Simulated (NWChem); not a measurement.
System: SiNH$_{3}$, singlet; SMILES N[SiH]

```xyz
5

Si     0.1161    -0.6872     0.0000
H     -1.4100    -0.8864     0.0000
N      0.0170     1.0284     0.0000
H     -0.8303     1.5879     0.0000
H      0.8492     1.6100     0.0000
```
Atoms are numbered in this order, from 1.

Computed with NWChem. Low-valent species are run as closed-shell singlets; no triplet was tried in these runs. Geometry: optimised at PBE0/def2-SVP. Vzz is the largest principal value of the second derivative of the potential at the nucleus (NWChem prints the opposite sign); η is the asymmetry. Non-relativistic.

For level PBE/def2-SVP:

```yaml
Vzz N3 (a.u.): -0.511
"η N3": 0.70
```

Question: Estimate the same quantities for level PBE/def2-TZVP.

Answer: 
| Quantity | Value |
|---|---|
| Vzz N3 (a.u.) | -0.462 |
| η N3 | 0.81 |
